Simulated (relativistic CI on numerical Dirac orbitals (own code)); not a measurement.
# Si I: calculation against measurement

Method of calculation: Dirac-Coulomb-Breit CI, KLI orbitals optimised for each configuration, model QED (radiative potential, 1s self-energy scaled to tabulated hydrogen-like ionisation energies), valence Slater integrals scaled by 0.85, P86 correlation energy added to each configuration (own radial code, finite nucleus).

CI space (outside the closed core [Ne]): 3s²3p², 3s3p³, 3s²3p4s, 3s²3p4p, 3s²3p5s, 3s²3p4d, 3s²3p5p, 3s²3p3d, 3s²3d², 3p⁴, 3s²4s², 3s²3p4f, 3s²3p6s, 3s²3p6p, 3s²3p5d, 3s²3p5f, 3s²3p5g, 3s²3p6d, 3s²4s4p, 3s3p²3d, 3s²3d4s, 3s²4p², 3s²3d4p. Levels of other configurations are missing.

```
Configuration  Term (tabulated)  J  Measured (cm⁻¹)  Computed  Error  Purity (%)
       3s²3p²                3P  0              0.0         0      0          98
       3s²3p²                3P  1             77.1        72     -5          98
       3s²3p²                3P  2            223.2       209    -15          98
       3s²3p²                1D  2           6298.8      7216    917          98
       3s²3p²                1S  0          15394.4     13236  -2158          94
      3s²3p4s               3P°  0          39683.2     43442   3759          99
      3s²3p4s               3P°  1          39760.3     43520   3760          98
      3s²3p4s               3P°  2          39955.1     43718   3763          99
      3s²3p4s               1P°  1          40991.9     44797   3806          97
        3s3p³               3D°  1          45276.2     48150   2873          56
        3s3p³               3D°  2          45293.6     48169   2875          56
        3s3p³               3D°  3          45321.8     48199   2877          56
      3s²3p4p                1P  1          47284.1     51241   3957          95
      3s²3p4p                3D  1          48020.1     51740   3720          95
      3s²3p4p                3D  2          48102.3     51816   3713          98
      3s²3p4p                3D  3          48264.3     51985   3721          99
      3s²3p4p                3P  0          49028.3     52483   3455          99
      3s²3p4p                3P  1          49060.6     52526   3466          93
      3s²3p4p                3P  2          49188.6     52648   3459          98
      3s²3p4p                3S  1          49399.7     52956   3556          94
      3s²3p4p                1D  2          50189.4     53389   3199          97
      3s²3p4p                1S  0          51612.0     54872   3260          93
      3s²3p5s               3P°  0          54245.0     58351   4106          99
      3s²3p5s               3P°  1          54313.8     58423   4109          95
      3s²3p5s               3P°  2          54528.2     58632   4104          95
      3s²3p5s               1P°  1          54871.0     59095   4224          85
      3s²3p4d               1D°  2          56503.3     61173   4670          72
      3s²3p5p                1P  1          56780.4     61112   4332          61
      3s²3p5p                3D  1          56978.3     61263   4285          58
      3s²3p5p                3D  2          57017.5     61283   4266          91
      3s²3p5p                3D  3          57198.0     61471   4273          99
      3s²3p5p                3P  0          57295.9     61529   4233          99
      3s²3p5p                3P  1          57328.8     61567   4238          62
      3s²3p4d               3F°  2          57372.3     61801   4428          89
      3s²3p4d               3F°  3          57450.6     61880   4429          90
      3s²3p5p                3P  2          57468.2     61702   4234          92
      3s²3p5p                3S  1          57541.9     61765   4223          71
      3s²3p4d               3F°  4          57583.7     62011   4428          91
      3s²3p5p                1D  2          57798.1     62003   4205          93
      3s²3p5p                1S  0          58311.7     62703   4391          86
      3s²3p4d               1P°  1          58801.5     63356   4555          64
      3s²3p4d               1F°  3          58893.4     63660   4767          71
```

Measured levels from NIST Handbook of Basic Atomic Spectroscopic Data (Sansonetti and Martin, J. Phys. Chem. Ref. Data 34, 1559 (2005)); pairs were made by configuration, J and term (by order where the table uses no LS term), so strongly mixed levels may be paired wrongly.

Mean error by configuration (cm⁻¹): 3s²3p² -315; 3s²3p4s 3772; 3s3p³ 2875; 3s²3p4p 3551; 3s²3p5s 4136; 3s²3p4d 4546; 3s²3p5p 4268. Over the excited levels the mean absolute error is 3630 cm⁻¹ (41 of the 48 excited levels that our extract of the source holds in range could be paired, and the others can miss by more), and the median relative error of those above 1,000 cm⁻¹ is 7.6 %.
